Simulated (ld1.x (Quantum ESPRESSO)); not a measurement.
## Transferability test, PAW potential for thulium (Tm)

```json
{
 "Element": "Tm (Z = 69)",
 "Generator": "ld1.x (Quantum ESPRESSO) 7.5",
 "Type": "PAW",
 "Functional": "PBEsol",
 "Relativity": "scalar-relativistic",
 "Frozen core": "[Kr] 4d10 4f12",
 "Valence charge": "11",
 "Reference configuration": "5s2 5p6 5d2 6s1 6p0",
 "Partial waves": "5s (bound): rcut 1.85, rcutus 1.95 bohr; 6s (bound): rcut 1.85, rcutus 1.95 bohr; 5p (bound): rcut 2.00, rcutus 3.76 bohr; 6p (bound, empty): rcut 2.00, rcutus 3.76 bohr; 5d (bound): rcut 2.25, rcutus 3.00 bohr; 5d channel at 1.75 Ry: rcut 2.25, rcutus 3.00 bohr",
 "Local potential": "all-electron potential smoothed inside 1.60 bohr (lloc = -2)",
 "Core correction": "Bessel-smoothed model core inside 1.10 bohr",
 "Augmentation charge": "PSQ, inside the norm-conserving radii"
}
```

Energies are relative to the spin-unpolarised reference configuration 5s2 5p6 5d2 6s1 6p0; without spin polarisation the order of configurations can differ from experiment. Not all tests gave a result: test run stopped at test 5 of 7 (negative rho).

(1) Give the all-electron excitation energy and the error of the potential for: 5s2 5p6 5d1 6s2 6p0; 5s2 5p6 5d1 6s1 6p0; 5s2 5p6 5d1 6s0 6p0; 5s2 5p6 5d0 6s2 6p0.

Results:

(1)

```tsv
valence configuration	charge	ΔE all-electron (eV)	error AE − PS (meV)
5s2 5p6 5d1 6s2 6p0	0	-2.642	-2.3
5s2 5p6 5d1 6s1 6p0	+1	4.531	-12
5s2 5p6 5d1 6s0 6p0	+2	17.407	-47
5s2 5p6 5d0 6s2 6p0	+1	2.894	-56
```

These tests converged, but a pseudo level misses the all-electron one widely, so the file describes the atom poorly there or has found another state: 5s2 5p6 5d1 6s0 6p0: empty 6p by 6.0 eV.
